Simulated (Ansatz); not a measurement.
System: H₃SiO₃F, charge 0, singlet. H3SiO3F (fluoro(trihydroxy)silane, SMILES O[Si](O)(O)F).
B3LYP-D3(BJ)/def2-TZVP minimum from Ansatz (an electronic-structure program):
```
Si
F 1 1.6003
O 1 1.6232 2 109.05
H 3 0.9601 1 119.16 2 -59.47
O 1 1.6232 2 109.05 3 -120.00
H 5 0.9601 1 119.16 2 -59.47
O 1 1.6232 2 109.05 3 120.00
H 7 0.9601 1 119.16 2 -59.47
```

Wanted: atomisation energy (electronic, to ground-state atoms), in kcal/mol. Open shells are spin-unrestricted; no spin-orbit coupling. CBS(X,Y): correlation extrapolated as X^-3, Hartree-Fock from the larger set. A bracket is a step between two methods taken in the basis named. The functionals are non-relativistic, so their misses hold any scalar relativity. Double hybrids freeze cores in their MP2 part. '+ core + X2C': CCSD(T) terms for core correlation (cc-pwCVTZ, 1s frozen past Ne) and scalar relativity (cc-pVTZ-DK). For partners of very few electrons the exact lower level stands in for a higher one.

CCSD(T)/CBS(cc-pV(T+d)Z,cc-pV(Q+d)Z) + [CCSDT(Q) - CCSD(T)]/cc-pV(D+d)Z + core + X2C (Ansatz) gives 824.3 kcal/mol.

### Question
How far off this value is PBE/def2-TZVPD (Ansatz), in which direction, and which of these levels come nearer: r2SCAN/def2-TZVPD, B3LYP/def2-TZVPD, PBE0/def2-TZVPD, wB97M-V/def2-TZVPD, B2PLYP/def2-TZVPD, CCSD(T)/CBS(cc-pV(T+d)Z,cc-pV(Q+d)Z) + core + X2C?

### Answer
PBE gives 818.6 kcal/mol, 5.7 kcal/mol below it. Differences of the others: r2SCAN/def2-TZVPD (Ansatz) -11.3; B3LYP/def2-TZVPD (Ansatz) -24.5; PBE0/def2-TZVPD (Ansatz) -27.7; wB97M-V/def2-TZVPD (Ansatz) -9.2; B2PLYP/def2-TZVPD (Ansatz) -20.9; CCSD(T)/CBS(cc-pV(T+d)Z,cc-pV(Q+d)Z) + core + X2C (Ansatz) -1.1 kcal/mol. Nearer than PBE: CCSD(T)/CBS(cc-pV(T+d)Z,cc-pV(Q+d)Z) + core + X2C.
